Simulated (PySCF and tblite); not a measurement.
Results of a calculation; reference values are marked as such.
2 diastereomers of C₃H₁₀F₂Si₂, numbered alike:

| isomer | SMILES | descriptors (one enantiomer) | sequence (m meso, r racemo) |
| --- | --- | --- | --- |
| A | [CH3:1][Si@H:2]([F:3])[CH2:4][Si@H:5]([CH3:6])[F:7] | 2S, 5S | r |
| B | [CH3:1][Si@@H:2]([F:3])[CH2:4][Si@H:5]([CH3:6])[F:7] | 2R, 5S | m |

Protocol: conformer search, at most 7 conformers an isomer, GFN2-xTB geometries, energies PBE0/pcSseg-1 (D3(BJ) added where defined), GIAO shieldings PBE0/pcSseg-1, weights at 298.15 K with GFN2-xTB thermal terms. Programs: PySCF with density fitting and tblite.

Q: What shifts does each isomer give (ppm; of two unlike H on one atom, a is the less shielded)?

A: 
A (r): ¹H (against TMS): 0.41 (H1/H6, 6H), 0.27 (H4, 2H). ¹³C (against TMS): 7.8 (C4), 1.4 (C1/C6). ¹⁹F (against CFCl3): -198.2 (F3/F7). ²⁹Si (against TMS): 24.5 (Si2/Si5).

B (m): ¹H (against TMS): 0.41 (H4a, 1H), 0.38 (H1/H6, 6H), 0.29 (H4b, 1H). ¹³C (against TMS): 8.4 (C4), 1.4 (C1/C6). ¹⁹F (against CFCl3): -198.6 (F3/F7). ²⁹Si (against TMS): 24.3 (Si2/Si5). H not on carbon is left out.

Unscaled ¹⁹F and ²⁹Si shifts at such levels can be off by tens of ppm; differences between conformers or isomers are more reliable. Shifts are unscaled: against experiment ¹³C can be off by 15 ppm or more and ¹H by 0.8 ppm. At least one structure keeps an imaginary mode at the tight-binding level.
